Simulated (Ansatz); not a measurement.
Ca4O6H4, a hydroxylated oxide cluster. The state is a singlet with charge 0. Geometry B3LYP-D4/def2-SVP; atoms count from 1.

```xyz
14

Ca    1.690   -0.122    0.954
Ca    1.496    1.577   -1.684
Ca   -1.359    0.740   -0.272
Ca   -0.203   -2.240   -0.723
O    -2.234   -1.390   -0.507
O     1.291   -2.468    0.840
O    -0.344    0.673    1.693
O     0.434   -0.278   -1.041
O    -0.609    2.486   -1.461
O     2.725    1.348   -0.093
H    -3.095   -1.727   -0.236
H     1.579   -3.120    1.488
H    -0.507    1.105    2.538
H    -0.863    3.415   -1.497
```

Estimate the Mulliken populations from the PBE0/def2-TZVP orbitals of Ansatz.


```tsv
atom	charge (e)
Ca1	1.25
Ca2	1.18
Ca3	1.42
Ca4	1.36
O5	-1.02
O6	-1.01
O7	-1.00
O8	-1.32
O9	-1.02
O10	-1.06
H11	0.31
H12	0.31
H13	0.30
H14	0.31
```
Mulliken values and Mayer orders depend strongly on the basis.

And the Mayer bond orders between bonded heavy atoms (over 0.3)?

Ca1–O10 0.74 (2.08 Å); Ca2–O10 0.91 (2.02 Å); Ca3–O7 0.31 (2.21 Å); Ca4–O5 0.33 (2.21 Å); Ca4–O6 0.36 (2.17 Å); Ca4–O8 0.51 (2.09 Å).
